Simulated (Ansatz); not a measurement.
**Interaction energy ladder**

The pair of Cl⁻ (SMILES [Cl-], atom 1) and SnCl4 (SMILES Cl[Sn](Cl)(Cl)Cl, atoms 2–6), both closed shells, in one local arrangement (a lower one may exist), relaxed at PBE0-D4/def2-TZVPD:

Cl1  (0.938, -0.506, -4.115)
Cl2  (-1.732, -1.434, 1.561)
Sn3  (-0.158, 0.085, 0.692)
Cl4  (-1.067, 2.179, 1.268)
Cl5  (1.660, -0.129, 2.173)
Cl6  (0.360, -0.194, -1.579)
(Å)

Ansatz 0.2.0; basis: def2-TZVPPD, with def2-QZVPPD for the basis limit; cores frozen in the correlated methods. Filled d shells of the heavier atoms are correlated. Core potentials replace the inner electrons of the atoms past krypton. The def2 sets are not built for correlating such inner shells, so the correlated values are less sure here. B3LYP uses VWN-RPA correlation. Extrapolation: Hartree–Fock as exp(−7.88 √X), correlation as X^−2.97. Interaction energies count from these two fragments, frozen as in the pair, with the counterpoise correction; negative means bound.

What is the interaction energy by CCSD(T) at an estimated basis limit (MP2 extrapolated from triple and quadruple zeta, plus CCSD(T) − MP2 in triple zeta)? (To be estimated.)

By the calculation: -71.4 kJ/mol. Hartree–Fock alone gives -7.1 kJ/mol at the basis limit. It counts from the two fragments frozen as in the pair.

The same quantity by other methods in triple zeta, and each one's difference from that estimate:
| method | E_int (kJ/mol) | difference |
| --- | --- | --- |
| PBE-D4 | -118.7 | -47.3 |
| revPBE-D4 | -111.0 | -39.6 |
| BLYP-D4 | -111.9 | -40.5 |
| r2SCAN-D4 | -105.9 | -34.5 |
| B97M-V | -91.9 | -20.5 |
| PBE0-D4 | -93.2 | -21.8 |
| B3LYP-D4 | -93.8 | -22.4 |
| HSE06-D4 | -96.0 | -24.6 |
| wB97X-V | -57.6 | 13.8 |
| wB97M-V | -61.2 | 10.2 |
| B2PLYP | -78.5 | -7.1 |
| HF | -7.8 | 63.6 |
| MP2 | -65.1 | 6.3 |
| CCSD | -48.2 | 23.2 |
| CCSD(T) | -60.0 | 11.4 |
Differences are method less estimate.

Which atoms make the shortest contact between the fragments?

Cl1 and Cl6, 2.62 Å apart.

Energy to bend the free fragments (PBE0-D4 minima) into their shapes in the pair, CCSD(T)/def2-TZVPPD: SnCl4 23.4 kJ/mol. This must be added to the interaction energy to get the binding energy from relaxed fragments.

Basis-set superposition shift (counterpoise-corrected less uncorrected): CCSD(T) 5.6; MP2 5.2; HF 0.6; PBE0-D4 0.6; wB97M-V 0.6 kJ/mol.

T1 diagnostic: at most 0.019.

For scale, one of the runs: CCSD(T)/def2-TZVPPD, 311 basis functions, launched by `ansatz run in.yaml --threads 2 --pin off --events-out ev --progress --plain --max-ram 20480MiB --backend cuda --devices 0, --max-vram 18GiB`. The run took 6 s on 2 CPU threads of an AMD EPYC 7R13 and a share of one NVIDIA H100 (shared host), with 1.3 GiB of host memory at its peak.
